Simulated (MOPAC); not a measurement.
Input for MOPAC: PM3 on GeH2 (SMILES [GeH2]), a point of a bond scan (R = 3.199 Å).

```
PM3 1SCF PRECISE CHARGE=0 THREADS=1
GeH2

Ge     0.00662121 1    -0.00051204 1     0.06580777 1
H     -0.25310475 1    -2.25754788 1    -2.18587161 1
H     -0.08863693 1     1.14541518 1    -1.04581664 1
```

It printed:

```
*******************************************************************************
 **                                                                           **
 **                              MOPAC v23.2.5                                **
 **                                                                           **
 *******************************************************************************
 ** MOPAC's Digital Object Identifier: https://doi.org/10.5281/zenodo.6511958 **
 **                                                                           **
 ** Please cite the open-source release paper for use of this MOPAC version:  **
 ** J. E. Moussa and J. J. P. Stewart (2026)                                  **
 ** MOPAC: An open-source semiempirical molecular orbital program             **
 ** J. Open Source Softw., 11(119), 8025, https://doi.org/10.21105/joss.08025 **
 *******************************************************************************

                              PM3 CALCULATION RESULTS

 *******************************************************************************
 *  PM3        - The PM3 Hamiltonian to be used
 *
 *
 *
 *                 CHARGE ON SYSTEM = 0
 *
 *
 *
 *  PRECISE    - TIGHTER CRITERIA TO BE USED
 *  1SCF       - DO 1 SCF AND THEN STOP
 *  THREADS=1  - MULTI-THREADING NOT USED
 *  T=         - A TIME OF 172800.0 SECONDS REQUESTED
 *  DUMP=N     - RESTART FILE WRITTEN EVERY 7200.0 SECONDS REQUESTED
 *******************************************************************************
PM3 1SCF PRECISE CHARGE=0 THREADS=1
 GeH2

   ATOM   CHEMICAL          X               Y               Z
  NUMBER   SYMBOL      (ANGSTROMS)     (ANGSTROMS)     (ANGSTROMS)

     1      Ge          0.00662121  *  -0.00051204  *   0.06580777  *
     2       H         -0.25310475  *  -2.25754788  *  -2.18587161  *
     3       H         -0.08863693  *   1.14541518  *  -1.04581664  *



          CARTESIAN COORDINATES

    NO.       ATOM           X           Y           Z

     1        Ge          0.0066     -0.0005      0.0658
     2         H         -0.2531     -2.2575     -2.1859
     3         H         -0.0886      1.1454     -1.0458

  H: (PM3): J. J. P. STEWART, J. COMP. CHEM. 10, 209 (1989).
 Ge: (PM3): J. J. P. STEWART, J. COMP. CHEM. 12, 320-341 (1991).

           Empirical Formula: H2 Ge  =     3 atoms



      MOLECULAR POINT GROUP   :   Cs


      RHF CALCULATION, NO. OF DOUBLY OCCUPIED LEVELS = 3


 -------------------------------------------------------------------------------
 PM3 1SCF PRECISE CHARGE=0 THREADS=1
 GeH2



     1SCF WAS SPECIFIED, SO BFGS WAS NOT USED
     SCF FIELD WAS ACHIEVED


                              PM3 CALCULATION
                                                       MOPAC v23.2.5 Linux




          FINAL HEAT OF FORMATION =        179.94041 KCAL/MOL =     752.87066 KJ/MOL


          COSMO AREA              =         89.37 SQUARE ANGSTROMS
          COSMO VOLUME            =         71.78 CUBIC ANGSTROMS

          IONIZATION POTENTIAL    =          9.528529 EV
          HOMO LUMO ENERGIES (EV) =         -9.529 -4.040
          NO. OF FILLED LEVELS    =          3
          MOLECULAR WEIGHT        =         74.6058         POINT GROUP:  Cs

          MOLECULAR DIMENSIONS (Angstroms)

            Atom       Atom       Distance
            H     3    H     2     3.59262
            H     2   Ge     1     1.42390
            H     3   Ge     1     0.00000


          SCF CALCULATIONS        =          1





   ATOM   CHEMICAL          X               Y               Z
  NUMBER   SYMBOL      (ANGSTROMS)     (ANGSTROMS)     (ANGSTROMS)

     1      Ge          0.00662121  *  -0.00051204  *   0.06580777  *
     2       H         -0.25310475  *  -2.25754788  *  -2.18587161  *
     3       H         -0.08863693  *   1.14541518  *  -1.04581664  *

                             CARTESIAN COORDINATES

   1   Ge        0.006621210    -0.000512040     0.065807770
   2    H       -0.253104750    -2.257547880    -2.185871610
   3    H       -0.088636930     1.145415180    -1.045816640


           Empirical Formula: H2 Ge  =     3 atoms



      MOLECULAR POINT GROUP   :   Cs


                  EIGENVALUES
 -12.52724  -9.56988  -9.52853  -4.04008  -1.47274   4.75442


              NET ATOMIC CHARGES AND DIPOLE CONTRIBUTIONS

  ATOM NO.   TYPE          CHARGE      No. of ELECS.   s-Pop       p-Pop
    1         Ge          -0.197100        4.1971     0.10978     4.08732
    2          H           0.179807        0.8202     0.82019
    3          H           0.017293        0.9827     0.98271
 DIPOLE           X         Y         Z       TOTAL
 POINT-CHG.    -0.232    -1.854    -2.037     2.764
 HYBRID         0.154    -0.874     1.651     1.874
 SUM           -0.079    -2.728    -0.386     2.756


          ATOMIC ORBITAL ELECTRON POPULATIONS

     Atom    s        px        py        pz
    1 Ge   0.10978   1.98938   1.16409   0.93385
    2  H   0.82019
    3  H   0.98271

 **********************
 *                    *
 * JOB ENDED NORMALLY *
 *                    *
 **********************




 == MOPAC DONE ==
```

The run finished.

Cost: around 0.020 core-seconds (rough).
